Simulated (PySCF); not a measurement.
**Electron correlation in Nb⁺ (niobium, charge +1)**

Starting occupation: [Kr] 4d3 5p1, 4d5/2 with m_j = +1/2, +3/2, +5/2, 5p3/2 with m_j = +3/2. All numbers are calculated (PySCF 2.14, X2C-1e with screened-nucleus spin-orbit coupling, Gaussian nucleus, in x2c-TZVPall-2c with one added diffuse shell each of s, p, d type (9s10p8d1f, 86 functions)). Frozen: [Ar] 3d10; 12 electrons correlated; the 6 highest virtual spinors left out.

MP2 pair energies summed by pair of shells (mhartree):

```json
{"pair": "4p-4p", "energy": "-88.15", "share (%)": "38.8"}
{"pair": "4d-4p", "energy": "-73.69", "share (%)": "32.4"}
{"pair": "4p-4s", "energy": "-23.51", "share (%)": "10.3"}
{"pair": "4d-4d", "energy": "-12.00", "share (%)": "5.3"}
{"pair": "4p-5p", "energy": "-9.00", "share (%)": "4.0"}
{"pair": "4d-4s", "energy": "-7.78", "share (%)": "3.4"}
{"pair": "4d-5p", "energy": "-7.70", "share (%)": "3.4"}
{"pair": "4s-4s", "energy": "-5.07", "share (%)": "2.2"}
{"pair": "4s-5p", "energy": "-0.45", "share (%)": "0.2"}
```

Total MP2 correlation energy: -227.34 mhartree.

The GHF reference relaxed away from the jj start to a determinant that is no pure jj level (⟨S²⟩ = 5.99, ⟨J²⟩ = 42.01); the energies belong to that determinant.

This basis was not built for core-valence correlation, so the inner-shell part is incomplete.
